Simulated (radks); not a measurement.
The numbers below are computed, except where a source is named.
All-electron atom: Rb IV in [Ar] 3d9 4s2 4p4 4d1 (not the ground configuration). Level of theory: Dirac Kohn-Sham, LDA (Slater exchange, VWN5 correlation), spin-unpolarised, spherical densities, point nucleus; open shells are shared between the two j in proportion to 2j + 1 (a radial shooting solver on a logarithmic mesh with Libxc functionals).

Unscreened Slater integrals over Kohn-Sham orbitals (eV). Large and small components are both included.

\begin{tabular}{lr}
integral & value \\ \hline
F0(4d5/2,4d5/2) & 12.076 \\
F2(4d5/2,4d5/2) & 6.1952 \\
F4(4d5/2,4d5/2) & 4.0812 \\
F0(4d5/2,4d3/2) & 12.105 \\
F2(4d5/2,4d3/2) & 6.2087 \\
G2(4d5/2,4d3/2) & 6.2076 \\
G4(4d5/2,4d3/2) & 4.0891 \\
F0(4d5/2,4p3/2) & 13.672 \\
F2(4d5/2,4p3/2) & 6.6853 \\
G1(4d5/2,4p3/2) & 8.2103 \\
G3(4d5/2,4p3/2) & 5.0208 \\
F0(4d5/2,4p1/2) & 13.750 \\
G3(4d5/2,4p1/2) & 4.9618 \\
F0(4d3/2,4d3/2) & 12.133 \\
F2(4d3/2,4d3/2) & 6.2226 \\
F0(4d3/2,4p3/2) & 13.716 \\
F2(4d3/2,4p3/2) & 6.7213 \\
G1(4d3/2,4p3/2) & 8.2734 \\
G3(4d3/2,4p3/2) & 5.0593 \\
F0(4d3/2,4p1/2) & 13.795 \\
G1(4d3/2,4p1/2) & 8.1852 \\
F0(4p3/2,4p3/2) & 16.251 \\
F2(4p3/2,4p3/2) & 8.5815 \\
F0(4p3/2,4p1/2) & 16.392 \\
G2(4p3/2,4p1/2) & 8.6452 \\
F0(4p1/2,4p1/2) & 16.538 \\
\end{tabular}
